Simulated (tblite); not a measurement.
CH₂F₃O₃S, charge +1, singlet, geometry from GFN2-xTB; GFN1-xTB with ALPB(water) run with tblite.

Input for tblite:
```
$ tblite run mol.xyz --method gfn1 --charge 1 --spin 0 --alpb water --json tblite.json --no-restart

# file mol.xyz
10

O     -1.50163690    -0.03679460    -1.28087921
S     -0.81441371     0.07626905    -0.06332693
O     -1.20640698    -0.96777719     0.99251032
O     -0.95216872     1.44206462     0.62522922
C      1.07881954    -0.12694081    -0.08611951
F      1.48647616     0.01720548     1.14185455
F      1.55578318     0.80370194    -0.86729596
F      1.33138878    -1.32325958    -0.54312831
H     -1.95761827    -1.57561919     0.90910466
H     -1.56581189     2.13818618     0.34308804
```

The log (banner, timings and long lists left out):

```
xTB calculator
 | screened Coulomb repulsion
 | Coulomb electrostatics
 |  * isotropic Klopman-Ohno-Mataga-Nishimoto electrostatics
 |  * onsite third-order electrostatics
 | DFT-D3(BJ) dispersion correction
 | Interactions (3)
 | [1] alpb/gbsa reaction field model
 | [2] cds contribution to solvation
 | [3] empirical free energy shift and standard state/solvent correction

halogen bonding energy    0.0000000000000E+00 Eh
repulsion energy          1.3579230159205E-01 Eh
dispersion energy        -3.4716340424771E-03 Eh
interaction energy        6.5725557741898E-03 Eh
number of electrons       5.0000000000000E+01 e
integral cutoff           1.9731147476801E+01 bohr

------------------------------------------------------------
  cycle        total energy    energy error   density error
------------------------------------------------------------
      1     -34.78132653882  -3.4920220E+01   7.5388254E-01
      2     -35.16958444563  -3.8825791E-01   4.7571775E-01
      3     -35.20382591494  -3.4241469E-02   3.9327686E-01
      4     -35.84993006672  -6.4610415E-01   9.6276744E-02
      5     -35.85929784522  -9.3677785E-03   2.1612674E-02
      6     -35.85940470179  -1.0685656E-04   1.0900401E-02
      7     -35.85976027750  -3.5557571E-04   2.8088474E-03
      8     -35.85979158599  -3.1308489E-05   8.8779867E-04
      9     -35.85979442763  -2.8416447E-06   1.2009265E-04
     10     -35.85979446323  -3.5593835E-08   2.9716243E-05
     11     -35.85979446531  -2.0853648E-09   1.2495572E-05
------------------------------------------------------------

electronic energy        -3.5998687688635E+01 Eh
total energy             -3.5859794465311E+01 Eh

Post processing:
 | Mayer-Wiberg bond orders

[Info] JSON dump of results written to 'tblite.json'
```
